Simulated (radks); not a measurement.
Task: The mean radii <r> (bohr) of the occupied orbitals of an atom or ion are listed with their occupations. Method: scalar-relativistic Kohn-Sham, PBEsol, spin-unpolarised, spherical densities, finite nucleus; Fermi nuclear charge, rms radius of each element as measured or else 0.836 A^(1/3) + 0.57 fm; computed with a radial shooting solver on a logarithmic mesh with Libxc functionals.

orbital  occ.      <r>
1s          2  0.04151
2s          2   0.1836
2p          6   0.1602
3s          2   0.5308
3p          6   0.5409
3d         10   0.5560
4s          2    1.572
4p          6    1.943

Name the element and its charge.

Result: Z = 36, krypton, charge 0: Kr in [Kr]. The 1s radius gives Z: for a bare nucleus <r> = (2 gamma + 1)/(2Z) with gamma = sqrt(1 - (Z/c)^2), 0.04069 bohr for Z = 36, and screening makes it slightly larger (0.04151 here). The occupations add up to 36, and the charge is Z minus that.
